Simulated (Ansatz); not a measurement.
**Energy profile**

The step: BNH₂BrCl ([NH2][B]([Cl])[Br]) → BNHCl ([NH][B][Cl]) + HBr; bonds formed: Br2–H4; bonds broken: B1–Br2, N3–H4 (atoms numbered as in the saddle structure below).

```
6
angstrom
B -0.6429 0.2853 -0.4971
Br 1.9686 0.9241 0.7997
N -0.2771 -0.7744 0.1463
H 0.8081 -0.3322 0.6142
Cl -1.2046 1.5918 -1.3562
H -0.6521 -1.6948 0.2931
```

Electronic energies by CCSD(T) at an estimated basis limit (MP2 extrapolated from triple and quadruple zeta, plus CCSD(T) − MP2 in triple zeta), on PBE0-D4/def2-TZVP structures; BNH2BrCl, singlet; no counterpoise correction. Computed with Ansatz 0.2.0 (basis: def2-TZVPP and def2-QZVPP); correlated methods freeze the cores. Filled d shells of the heavier atoms are correlated. The def2 sets are not built for correlating such inner shells, so the correlated values are less sure here. Extrapolation: Hartree–Fock as exp(−7.88 √X), correlation as X^−2.97.

Give the profile in eV, counted from the start structure. (An estimate is asked for; the value comes from the calculation.)

The calculation gives:
```json
{"point": "start structure", "eV": "0.000"}
{"point": "saddle", "eV": "3.021"}
{"point": "end structure", "eV": "2.427"}
{"point": "separated: BNHCl (linked as [NH][B][Cl]; B1, N3, Cl5, H6; singlet) + HBr (Br2, H4; singlet)", "eV": "2.552"}
```

T1 diagnostic: at most 0.014.

For scale, one of the runs: CCSD(T)/def2-TZVPP, 180 basis functions, launched by `ansatz run in.yaml --threads 4 --pin off --events-out ev --progress --plain --max-ram 9574MiB`. Time: 43 s of wall clock on 4 CPU threads of an Arm Neoverse V1; the host was shared. Peak host memory: 1.8 GiB.
